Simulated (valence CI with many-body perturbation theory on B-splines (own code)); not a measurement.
Level structure of Lu⁶⁴⁺

Method: valence CI with perturbative core correlation (CI+MBPT): five valence electrons over a frozen Dirac-Fock core [He], a basis of 11 s, 11 p, 10 d, 8 f, 5 g, 2 h functions for each j, with the one-electron correlation potential Σ1, the two-electron term Σ2, the three-electron term Σ3, Breit, model QED; selected CI, second order for the rest, scaled by the run's own slope (own B-spline code, finite nucleus).

The last digits are not significant, and no measured levels were compared; by estimate large intervals hold to a few tenths of a per cent, small ones and those within an open d or f shell to about a per cent. Among the levels kept, up to 7400 cm⁻¹ of a level comes from second order outside the variational space, and about a tenth of that is noise between levels of different J, which matters for small intervals.

Levels 91 to 135 of 202, with energies above the lowest level, (2s^2 2p1/2^2 2p3/2) J=3/2. "Leading %" is the weight of the configuration and term that name the level; weights of strongly mixed levels are sums over their largest components and can fall short. In the jj column 3d3/2^4 stands for four electrons in 3d with j = 3/2. Lifetimes count E1, E2, E3, M1 and M2 decay at the calculated energies, and are blank where another channel may lead or the interval is too uncertain; long ones can be off by a factor of two.

| No. | Configuration | Term | J | E (Ry) | Leading % | Leading jj | Second component | Lifetime |
| --- | --- | --- | --- | --- | --- | --- | --- | --- |
| 91 | 2s 2p3 3p | 6P | 3/2 | 792.22 | 41 | 2s 2p1/2 2p3/2^2 3p1/2 (100 %) | 20 % 2s 2p3 3p 4D | 6.63 fs |
| 92 | 2s 2p3 3s | 4P° | 1/2 | 792.85 | 84 | 2s 2p1/2 2p3/2^2 3s (99 %) | 16 % 2s 2p3 3s 2P° | 7.84 fs |
| 93 | 2s 2p3 3p | 4F | 5/2 | 793.11 | 29 | 2s 2p1/2 2p3/2^2 3p1/2 (100 %) | 23 % 2s 2p3 3p 4P | 3.42 fs |
| 94 | 2s 2p3 3s | 2S° | 1/2 | 794.45 | 54 | 2s 2p1/2 2p3/2^2 3s (97 %) | 42 % 2s 2p3 3s 4D° | 3.99 fs |
| 95 | 2s 2p3 3s | 4S° | 3/2 | 794.65 | 39 | 2s 2p1/2 2p3/2^2 3s (99 %) | 26 % 2s 2p3 3s 2D° | 8.10 fs |
| 96 | 2s 2p3 3s | 4P° | 3/2 | 795.04 | 37 | 2s 2p1/2 2p3/2^2 3s (98 %) | 23 % 2s 2p3 3s 2P° | 6.10 fs |
| 97 | 2s 2p3 3s | 2D° | 3/2 | 795.26 | 61 | 2s 2p1/2 2p3/2^2 3s (99 %) | 16 % 2s 2p3 3s 4D° | 6.05 fs |
| 98 | 2s 2p3 3s | 2D° | 5/2 | 795.54 | 83 | 2s 2p1/2 2p3/2^2 3s (98 %) | 11 % 2s 2p3 3s 4D° | 13.4 fs |
| 99 | 2s 2p3 3p | 2F | 7/2 | 795.56 | 43 | 2s 2p1/2 2p3/2^2 3p1/2 (100 %) | 34 % 2s 2p3 3p 4F | 2.40 fs |
| 100 | 2s 2p3 3s | 2P° | 1/2 | 797.03 | 94 | 2s 2p1/2 2p3/2^2 3s (99 %) | 5 % 2s 2p3 3s 4P° | 9.04 fs |
| 101 | 2s 2p3 3p | 4P | 5/2 | 798.11 | 52 | 2s 2p1/2 2p3/2^2 3p1/2 (100 %) | 25 % 2s 2p3 3p 2D | 4.32 fs |
| 102 | 2s 2p3 3p | 4D | 1/2 | 800.13 | 70 | 2s 2p1/2 2p3/2^2 3p1/2 (100 %) | 22 % 2s 2p3 3p 2P | 6.11 fs |
| 103 | 2s2 2p2 3p | 4D° | 7/2 | 800.99 | 64 | 2s^2 2p3/2^2 3p3/2 (98 %) | 34 % 2s2 2p2 3p 2F° | 140 fs |
| 104 | 2s2 2p2 3p | 2D° | 5/2 | 801.03 | 51 | 2s^2 2p3/2^2 3p3/2 (97 %) | 36 % 2s2 2p2 3p 4P° | 85.4 fs |
| 105 | 2s2 2p2 3p | 2P° | 1/2 | 801.12 | 52 | 2s^2 2p3/2^2 3p3/2 (96 %) | 34 % 2s2 2p2 3p 2S° | 53.0 fs |
| 106 | 2s 2p3 3p | 4P | 1/2 | 801.30 | 52 | 2s 2p1/2 2p3/2^2 3p1/2 (99 %) | 25 % 2s 2p3 3p 2P | 2.18 fs |
| 107 | 2s 2p3 3p | 2P | 3/2 | 801.54 | 28 | 2s 2p1/2 2p3/2^2 3p1/2 (99 %) | 27 % 2s 2p3 3p 4F | 2.40 fs |
| 108 | 2s 2p3 3p | 2F | 5/2 | 802.11 | 61 | 2s 2p1/2 2p3/2^2 3p1/2 (99 %) | 17 % 2s 2p3 3p 2D | 3.55 fs |
| 109 | 2s 2p3 3p | 2D | 3/2 | 802.33 | 35 | 2s 2p1/2 2p3/2^2 3p1/2 (99 %) | 35 % 2s 2p3 3p 4D | 2.36 fs |
| 110 | 2s2 2p2 3p | 2P° | 3/2 | 804.57 | 61 | 2s^2 2p3/2^2 3p3/2 (98 %) | 14 % 2s2 2p2 3p 2D° | 90.4 fs |
| 111 | 2s 2p3 3p | 2P | 3/2 | 805.27 | 40 | 2s 2p1/2 2p3/2^2 3p1/2 (99 %) | 24 % 2s 2p3 3p 2D | 3.71 fs |
| 112 | 2s 2p3 3p | 4P | 1/2 | 805.37 | 41 | 2s 2p1/2 2p3/2^2 3p1/2 (99 %) | 33 % 2s 2p3 3p 2S | 4.98 fs |
| 113 | 2s2 2p2 3p | 2P° | 3/2 | 806.41 | 60 | 2s^2 2p3/2^2 3p3/2 (98 %) | 14 % 2s2 2p2 3p 2D° | 109 fs |
| 114 | 2s2 2p2 3d | 2D | 3/2 | 809.28 | 30 | 2s^2 2p3/2^2 3d3/2 (98 %) | 25 % 2s2 2p2 3d 4P | 884 as |
| 115 | 2s2 2p2 3d | 4D | 5/2 | 809.43 | 28 | 2s^2 2p3/2^2 3d3/2 (96 %) | 23 % 2s2 2p2 3d 2F | 866 as |
| 116 | 2s2 2p2 3d | 2F | 7/2 | 809.49 | 38 | 2s^2 2p3/2^2 3d3/2 (98 %) | 30 % 2s2 2p2 3d 2G | 866 as |
| 117 | 2s2 2p2 3d | 4P | 1/2 | 809.70 | 47 | 2s^2 2p3/2^2 3d3/2 (96 %) | 25 % 2s2 2p2 3d 2P | 726 as |
| 118 | 2s2 2p2 3d | 2D | 3/2 | 813.80 | 64 | 2s^2 2p3/2^2 3d3/2 (93 %) | 13 % 2s2 2p2 3d 4F | 925 as |
| 119 | 2s2 2p2 3d | 2F | 7/2 | 814.37 | 50 | 2s^2 2p3/2^2 3d5/2 (97 %) | 38 % 2s2 2p2 3d 4D | 377 fs |
| 120 | 2s2 2p2 3d | 4F | 9/2 | 814.42 | 63 | 2s^2 2p3/2^2 3d5/2 (98 %) | 35 % 2s2 2p2 3d 2G | 5.22 ps |
| 121 | 2s2 2p2 3d | 2P | 1/2 | 815.51 | 57 | 2s^2 2p3/2^2 3d5/2 (97 %) | 26 % 2s2 2p2 3d 2S | 1.31 fs |
| 122 | 2p4 3s | 4P | 5/2 | 816.56 | 29 | 2s 2p1/2 2p3/2^2 3p3/2 (52 %) | 14 % 2s 2p3 3p 6P | 4.54 fs |
| 123 | 2s 2p3 3p | 6P | 7/2 | 817.16 | 50 | 2s 2p1/2 2p3/2^2 3p3/2 (99 %) | 30 % 2s 2p3 3p 4F | 35.8 fs |
| 124 | 2s2 2p2 3d | 2D | 5/2 | 817.29 | 52 | 2s^2 2p3/2^2 3d5/2 (89 %) | 11 % 2s2 2p2 3d 4P | 735 as |
| 125 | 2s2 2p2 3d | 2P | 3/2 | 817.43 | 39 | 2s^2 2p3/2^2 3d5/2 (90 %) | 26 % 2s2 2p2 3d 2D | 538 as |
| 126 | 2p4 3s | 2P | 3/2 | 817.78 | 46 | 2p1/2^2 2p3/2^2 3s (80 %) | 25 % 2p4 3s 2D | 3.56 fs |
| 127 | 2s 2p3 3p | 4P | 1/2 | 818.03 | 63 | 2s 2p1/2 2p3/2^2 3p3/2 (99 %) | 24 % 2s 2p3 3p 2P | 2.76 fs |
| 128 | 2p4 3s | 4P | 5/2 | 818.26 | 29 | 2s 2p1/2 2p3/2^2 3p3/2 (52 %) | 16 % 2s 2p3 3p 4D | 6.53 fs |
| 129 | 2s2 2p2 3d | 2D | 5/2 | 819.89 | 65 | 2s^2 2p3/2^2 3d5/2 (98 %) | 12 % 2s2 2p2 3d 2F | 937 as |
| 130 | 2s 2p3 3p | 4P | 3/2 | 820.08 | 40 | 2s 2p1/2 2p3/2^2 3p3/2 (98 %) | 24 % 2s 2p3 3p 2D | 2.55 fs |
| 131 | 2s 2p3 3p | 4F | 9/2 | 820.43 | 98 | 2s 2p1/2 2p3/2^2 3p3/2 (98 %) |  | 240 fs |
| 132 | 2s 2p3 3p | 4D | 7/2 | 820.55 | 64 | 2s 2p1/2 2p3/2^2 3p3/2 (99 %) | 34 % 2s 2p3 3p 2F | 6.36 fs |
| 133 | 2p4 3s | 2S | 1/2 | 822.08 | 57 | 2p1/2^2 2p3/2^2 3s (89 %) | 21 % 2p4 3s 4P | 6.76 fs |
| 134 | 2s 2p3 3p | 2P | 3/2 | 822.51 | 50 | 2s 2p1/2 2p3/2^2 3p3/2 (83 %) | 20 % 2s 2p3 3p 4P | 3.09 fs |
| 135 | 2s 2p3 3p | 2D | 5/2 | 823.38 | 53 | 2s 2p1/2 2p3/2^2 3p3/2 (97 %) | 26 % 2s 2p3 3p 4P | 2.63 fs |
